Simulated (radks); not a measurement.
Species: Mo25+. Configuration: [Ne] 3s2 3p5 (the NIST ground configuration).

All-electron calculation, scalar-relativistic Kohn-Sham, LB94 model potential, spin-polarised, spherical densities, finite nucleus; open shells are filled with parallel spins first (spin-orbit coupling, left out, can overturn this in heavy ions); Fermi nuclear charge, rms radius 4.4091 fm. Program: a radial shooting solver on a logarithmic mesh with Libxc functionals.

Energy parts (eV):
part                   energy
kinetic            102639.971
electron-nucleus  -218226.967
Hartree             18929.858
(The LB94 potential has no energy functional, so no total or exchange-correlation energy is given.)

Orbitals (lengths in bohr, moments of r in powers of bohr):
orbital	occ.	eigenvalue (eV)	<r^2>	<r>
1s up	1	-21085.67	0.001663	0.03511
1s down	1	-21085.75	0.001663	0.03511
2s up	1	-3962.473	0.02710	0.1519
2s down	1	-3961.994	0.02711	0.1519
2p up	3	-3673.455	0.02125	0.1321
2p down	3	-3672.273	0.02127	0.1322
3s up	1	-1423.054	0.1678	0.3842
3s down	1	-1419.869	0.1677	0.3841
3p up	3	-1330.128	0.1617	0.3745
3p down	2	-1327.251	0.1615	0.3743

The highest occupied level is 3p down at -1327.3 eV. The spin density at the nucleus is 0.126 e/bohr^3 (1s -2.618, 2s 5.638, 3s -2.894). Summed over all electrons, <r^2> = 1.329 bohr^2, which gives a Langevin (diamagnetic) susceptibility term of -1.05 x 10^-6 cm^3/mol.
